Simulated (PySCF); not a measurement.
Dipole moment (D) of eight silicon and germanium compounds: PBE beside CAM-B3LYP, computed with PySCF for isolated molecules in the bases named; differences from unrounded values. The eight are the first of their class met in an unordered collection, after screening for sound electronic states; none was chosen by its value, except that the dipole had to exceed 0.05 D. Each molecule has one DFT geometry for both levels.

```json
[
 {"molecule": "C2H7NOSi2, SMILES [SiH2]1N=C([SiH2]O1)C", "basis": "def2-TZVP", "CAM-B3LYP": "1.68", "PBE": "1.53", "difference": "-0.15"},
 {"molecule": "C₃H₈O₂Si, SMILES C=C[Si@@H](O)OC", "basis": "def2-TZVP", "CAM-B3LYP": "1.15", "PBE": "1.15", "difference": "0.00"},
 {"molecule": "CH5FO2Si2, SMILES F[Si@@H]1O[SiH2]CO1", "basis": "def2-TZVP", "CAM-B3LYP": "2.35", "PBE": "2.09", "difference": "-0.26"},
 {"molecule": "CH₆FNOSi₂, SMILES F[Si@H]1N[SiH2]CO1", "basis": "def2-TZVP", "CAM-B3LYP": "2.44", "PBE": "2.12", "difference": "-0.31"},
 {"molecule": "C2H12OSi3, SMILES CCO[SiH2][SiH2][SiH3]", "basis": "def2-TZVP", "CAM-B3LYP": "1.08", "PBE": "0.99", "difference": "-0.09"},
 {"molecule": "C3H7NOSi, SMILES C1=CO[SiH2]NC1", "basis": "def2-TZVP", "CAM-B3LYP": "1.93", "PBE": "1.87", "difference": "-0.06"},
 {"molecule": "C2H6O2Si, SMILES O[SiH]1COC1", "basis": "def2-TZVP", "CAM-B3LYP": "2.55", "PBE": "2.25", "difference": "-0.31"},
 {"molecule": "trisilylamine (H9NSi3), SMILES [SiH3]N([SiH3])[SiH3]", "basis": "def2-TZVP", "CAM-B3LYP": "0.09", "PBE": "0.11", "difference": "0.02"}
]
```

PBE lies below CAM-B3LYP in 6 and above it in 1 of the eight; the mean signed difference is -0.15 and the largest -0.31 D.
